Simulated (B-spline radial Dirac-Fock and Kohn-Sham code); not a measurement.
**The Cr-like isoelectronic sequence (24 electrons), Z = 63 to 71**

Calculated with an atomic code on a B-spline grid, using ΔSCF Dirac-Fock with Breit, self-energy and vacuum polarisation, finite nucleus, configuration average. Binding energies in eV, tabulated ground configurations ([Ar] 3d6 throughout). Correlation energy is missing from these numbers.

```tsv
ion	1s	2p1/2	2p3/2	3p3/2	outermost level	NIST ionisation energy
Eu³⁹⁺	50526.6	9580.6	8933.5	3212.8	2927.4 (3d)	2914 ± 4
Gd⁴⁰⁺	52336.4	9982.1	9287.2	3357.0	3064.2 (3d)	3050 ± 4
Tb⁴¹⁺	54184.6	10393.5	9647.9	3504.4	3204.1 (3d)	3189 ± 4
Dy⁴²⁺	56070.3	10814.9	10015.7	3655.0	3347.1 (3d)	3331 ± 4
Ho⁴³⁺	?	?	?	?	?	?
Er⁴⁴⁺	59960.2	11688.2	10772.5	3966.0	3642.5 (3d)	3624 ± 4
Tm⁴⁵⁺	61965.0	12140.5	11161.6	4126.3	3794.9 (3d)	3775 ± 4
Yb⁴⁶⁺	64009.8	12603.3	11557.8	4289.9	3950.3 (3d)	3929 ± 4
Lu⁴⁷⁺	66095.7	13077.0	11961.0	4456.7	4108.9 (3d)	4086 ± 4
```

Question: Fill in the row of Ho⁴³⁺.

Answer: 1s 57995.7, 2p1/2 11246.4, 2p3/2 10390.6, 3p3/2 3808.9, outermost 3493.3 (3d), NIST 3476 ± 4 eV.

NIST's values are for the lowest levels; a dash marks a value that is missing or belongs to another shell. Their kind here: theoretical. Where a p, d or f shell is open in either ion the computed value averages over both j values and all terms, while the table refers to the lowest levels; that difference holds spin-orbit splitting (largest in heavy or highly charged ions), term energies where several electrons share open shells, and correlation, and it can reach 10 % or more.
